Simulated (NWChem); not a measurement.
System: C₃H₅F; SMILES C=C(C)F

The following NWChem deck was run.

```
start job
memory heap 200 mb stack 900 mb global 1100 mb
geometry units angstroms noautoz
  C     -1.063545    -0.977506     0.000000
  C     -0.056970    -0.089990     0.000000
  C     -0.137888     1.400678     0.000000
  F      1.225359    -0.529701     0.000000
  H     -2.105078    -0.631446     0.000000
  H     -0.857390    -2.056758     0.000000
  H      0.376567     1.816342     0.891758
  H     -1.187949     1.745199     0.000000
  H      0.376567     1.816342    -0.891758
end
basis spherical
  C library def2-svp
  F library def2-svp
  H library def2-svp
end
dft
  xc b3lyp
  iterations 150
end
tddft
  nroots 6
  notriplet
end
task tddft energy
```

All runs use the structure optimised with PBE-D3(BJ)/def2-SVP.

Vertical excitations in the gas phase.

Problem. What results follow from this input? (B3LYP/def2-SVP, full TDDFT.) Quantities: lowest excitation, singlet (eV); lowest state with f > 0.02, singlet (eV); orbital gap (eV).

Solution. The lowest excitation, singlet (eV) is 7.56 and the lowest state with f > 0.02, singlet (eV) comes out as 7.61. The orbital gap (eV) comes out as 7.29.
